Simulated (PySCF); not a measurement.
**Gas-phase thermal properties of CSe2**

Computed with PySCF (xtb for GFN2) and rigid-rotor harmonic-oscillator thermochemistry at 1 bar. 6-31G* has spherical d functions here. All species are closed-shell singlets. B3LYP is the form with VWN-RPA correlation. Se: all electrons, no relativistic terms. The harmonic model lacks anharmonicity and excited electronic states, which grow with temperature; levels with a mode under 35 cm⁻¹ are left out.

```
level           point group  σ  ZPE (kJ/mol)  S°298 (J/mol/K)  Cp298 (J/mol/K)  S°1000 (J/mol/K)  H1000 − H298 (kJ/mol)
--------------  -----------  -  ------------  ---------------  ---------------  ----------------  ---------------------
B3LYP/6-31G*            D∞h  2          14.1            262.3             49.5             329.2                   39.5
GFN2-xTB                D∞h  2          13.4            266.2             50.7             333.5                   39.7
HF/6-31G*               D∞h  2          14.8            260.3             48.7             326.7                   39.3
PBE/def2-SVP            D∞h  2          13.9            263.1             49.8             330.2                   39.6
PBE0/def2-TZVP          D∞h  2          14.4            261.9             49.4             328.7                   39.4
```
σ: rotational symmetry number. Electronic degeneracy used: 1. Frequencies are unscaled.
